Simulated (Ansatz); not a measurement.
Total energies of `Sc1cnc(-c2cnc(-c3cnc(-c4cnc(S)s4)s3)s2)s1` from Ansatz at PBE0-D4/def2-TZVP, gas phase (1 Eh = 27.2114 eV = 2625.5 kJ/mol). The reference geometry is relaxed at PBE-D4/def2-SVP.

```xyz
28

S     0.947    6.606   -5.241
C     0.563    5.275   -4.158
C    -0.659    4.835   -3.656
N    -0.609    3.757   -2.827
C     0.623    3.323   -2.655
C     0.997    2.199   -1.836
C     2.253    1.645   -1.574
N     2.282    0.573   -0.747
C     1.062    0.253   -0.338
C     0.788   -0.849    0.552
C     1.719   -1.729    1.109
N     1.223   -2.693    1.922
C    -0.093   -2.609    2.031
C    -0.899   -3.497    2.826
C    -2.274   -3.538    3.042
N    -2.731   -4.524    3.865
C    -1.732   -5.262    4.301
S    -1.907   -6.635    5.386
S    -0.134   -4.794    3.726
S    -0.813   -1.283    1.101
S    -0.219    1.293   -0.973
S     1.844    4.264   -3.543
H    -0.347    7.016   -5.366
H    -1.624    5.306   -3.894
H     3.191    2.033   -1.999
H     2.796   -1.653    0.907
H    -2.987   -2.832    2.591
H    -3.260   -6.481    5.449
```

| state | geometry | energy (Eh) |
| --- | --- | --- |
| charge 0 singlet | reference | -3067.79989 |
| charge 1 doublet | reference | -3067.54444 |
| charge -1 doublet | reference | -3067.86219 |
| free S atom (triplet) | – | -397.97371 |
| free C atom (triplet) | – | -37.80537 |
| free N atom (quartet) | – | -54.54382 |
| free H atom (doublet) | – | -0.50104 |

Single mean-field runs in def2-TZVP are fitted with def2-universal-jkfit.

**Question.** Work out the vertical ionisation energy to the doublet.

**Answer.** E(charge 1 doublet) − E(charge 0 singlet) = -3067.54444 − (-3067.79989) = 0.25545 Eh = 6.95 eV. For comparison, −ε of the highest occupied level is 5.85 eV at this level, 1.10 eV less.

**Question.** Work out the vertical electron affinity, to the doublet.

**Answer.** E(charge 0 singlet) − E(charge -1 doublet) = -3067.79989 − (-3067.86219) = 0.06230 Eh = 1.70 eV. The basis lacks diffuse functions, which makes affinities too small.

**Question.** Give the fundamental gap IE − EA, the Mulliken electronegativity (IE + EA)/2 and the hardness (IE − EA)/2.

**Answer.** From the values in Eh: IE − EA = 0.25545 − 0.06230 = 0.19315 Eh = 5.26 eV; (IE + EA)/2 = 4.32 eV; (IE − EA)/2 = 2.63 eV. The HOMO–LUMO gap of the same run is 3.10 eV, 2.16 eV smaller than the fundamental gap.

**Question.** What is the binding energy per atom against free atoms?

**Answer.** Atoms: 6 × (-397.97371) + 12 × (-37.80537) + 4 × (-54.54382) + 6 × (-0.50104) = -3062.68822 Eh. Binding: -3062.68822 − (-3067.79989) = 5.11167 Eh = 139.10 eV, or 4.97 eV for each of 28 atoms (no zero-point energy, no counterpoise term).
